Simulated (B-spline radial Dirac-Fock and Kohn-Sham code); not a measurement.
**Binding energies of Sr⁺**

System: strontium as Sr⁺, [Kr] 5s1, inside a Watson sphere of charge -1 and radius 2.2 Å (a model of the Madelung potential; inside it an electron's potential energy is raised by 6.5 eV); nuclear rms radius 4.224 fm (A = 88).

The run's input, task.json:

```json
{"items": [{
  "Z": 38,
  "q": 1,
  "cfg": [[1, 0, 2], [2, 0, 2], [2, 1, 6], [3, 0, 2], [3, 1, 6], [3, 2, 10], [4, 0, 2], [4, 1, 6], [5, 0, 1]],
  "A": 88,
  "rrms": 4.224,
  "watson": [-1, 2.2],
  "do": ["binding"]
}]}
```

Run with: `python xray_run.py task.json out`

The computed values come from a radial atomic solver: Dirac-Fock energy differences between relaxed states, corrected for Breit and QED terms. No correlation. Energies are counted from the vacuum level. Subshells whose hole state is unreliable or did not converge are left out.

All terms are in eV, carry their sign (relaxation lowers the binding energy) and add up to the binding energy; ⟨r⟩ is the mean radius of the orbital in the initial state.

```
subshell  −ε (Koopmans)  relaxation   Breit     QED  binding energy  ⟨r⟩ (bohr)
      1s        16208.1      -54.92  -26.27  -12.95         16114.0       0.039
      2s         2262.8      -27.60   -2.08   -1.46          2231.7       0.172
   2p1/2         2051.4      -30.26   -3.61    0.16          2017.7       0.148
   2p3/2         1982.5      -29.67   -2.37    0.01          1950.5       0.152
      3s          380.1       -9.07   -0.22   -0.25           370.6       0.489
   3p1/2          301.8       -9.16   -0.42    0.03           292.2       0.489
   3p3/2          290.7       -8.93   -0.23    0.01           281.6       0.499
   3d3/2          153.5       -9.55   -0.05    0.03           143.9       0.494
   3d5/2          151.6       -9.45    0.03    0.02           142.2       0.498
   4p1/2          30.82       -1.68   -0.03    0.01           29.11       1.542
   4p3/2          29.54       -1.62   -0.01    0.00           27.92       1.572
      5s           4.61       -0.01    0.00    0.00            4.59       4.658
```

For the deepest level, K (1s), the Breit terms make up -0.163 % of the binding energy, QED -0.080 % and orbital relaxation -0.341 %.

Spin-orbit splittings: 2p 67.26 eV, 3p 10.61 eV, 3d 1.75 eV, 4p 1.20 eV.
